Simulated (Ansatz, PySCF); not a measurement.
System: CH$_{3}$BBr, net charge 0, doublet state. It need not be the lowest isomer of its formula. SMILES: [B](Br)C
Geometry from a B3LYP-D3(BJ)/def2-TZVP (Ansatz, a quantum-chemistry and plane-wave program) optimisation:
```xyz
6

B      0.1134    -1.1971    -0.0066
C     -1.0348    -1.9471     0.7032
Br     0.2732     0.6873    -0.1985
H     -0.7966    -1.9517     1.7756
H     -1.1222    -2.9889     0.3926
H     -2.0026    -1.4484     0.5929
```
Charge 0, spin multiplicity 2.

Property: atomisation energy (electronic, to ground-state atoms), in kcal/mol. Cores are frozen in the correlated levels unless marked. UHF or UKS for open shells. Spin-orbit coupling is left out. The frozen core is the preceding noble-gas configuration, with the filled d and f shells of earlier blocks. Non-relativistic. The coupled-cluster limit lacks core correlation, which all-electron functionals hold. CBS marks a two-point X^-3 extrapolation of the correlation energy; Hartree-Fock from the larger set.

```tsv
level	program	atomisation energy (kcal/mol)	minus last row
BLYP/def2-TZVPD	Ansatz	477.2	-3.0
M06-L-D4/def2-TZVPD	PySCF + dftd4	485.8	5.6
r2SCAN/def2-TZVPD	Ansatz	493.0	12.8
r2SCAN-D3(BJ)/def2-TZVPD	Ansatz + dftd3	493.6	13.4
PBE0-D3(BJ)/def2-TZVPD	Ansatz + dftd3	491.6	11.4
PBE0/def2-TZVPD	Ansatz	489.5	9.3
MN15-D3(BJ)/def2-TZVPD	PySCF + dftd3	483.2	3.0
HSE06-D4/def2-TZVPD	Ansatz + dftd4	491.8	11.6
CAM-B3LYP-D4/def2-TZVPD	Ansatz + dftd4	485.1	4.9
LC-wPBE-D4/def2-TZVPD	Ansatz + dftd4	486.9	6.7
B2GP-PLYP-D3(BJ)/def2-TZVPD	Ansatz + dftd3	479.4	-0.8
B2GP-PLYP/def2-TZVPD	Ansatz	477.4	-2.8
B2PLYP-D3(BJ)/def2-TZVPD	Ansatz + dftd3	480.2	0.0
B2PLYP-D4/def2-TZVPD	Ansatz + dftd4	479.6	-0.6
RPA@PBE/cc-pVTZ	Ansatz	442.5	-37.7
SCS-MP2/STO-3G	Ansatz	521.4	41.2
SCS-MP2/6-31G*	Ansatz	443.8	-36.4
CCSD/cc-pVQZ	Ansatz	468.6	-11.6
CCSD(T)/6-31G	Ansatz	414.0	-66.2
CCSD(T)/6-31G*	Ansatz	442.2	-38.0
CCSD(T)/CBS(cc-pVTZ,cc-pVQZ)	Ansatz	480.2	0.0
```
